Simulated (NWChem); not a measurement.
**Basis-set convergence for HClPb**

```xyz
3

Pb    -0.2976     0.3044     0.0000
H      1.0051     1.6710     0.0000
Cl     1.3762    -1.5666     0.0000
```
Charge 0, spin multiplicity 1.

All runs are NWChem calculations. The geometry was optimised at PBE/def2-SVP with def2 effective core potentials on Pb, a minimum by its harmonic frequencies.

Quantity: dipole moment at the level PBE.

Effective core potentials replace the inner electrons of Pb; spin-orbit coupling is left out. The structure started from a generated list of species.

Q: In def2-QZVP the value is 3.78 D. Among def2-SVP, def2-SVPD, def2-TZVP, def2-TZVPP, def2-TZVPD, which is the smallest basis within 0.1 D of it?

A: def2-SVPD, with 67 functions against 182 (also within reach: def2-TZVP, def2-TZVPP, def2-TZVPD). def2-QZVP isn't the basis-set limit itself, and a small set can land close by cancellation.

| basis | functions | dipole moment (D) |
|---|---|---|
| def2-SVP | 49 | 3.41 |
| def2-SVPD | 67 | 3.86 |
| def2-TZVP | 93 | 3.75 |
| def2-TZVPP | 106 | 3.74 |
| def2-TZVPD | 111 | 3.80 |
| def2-QZVP | 182 | 3.78 |
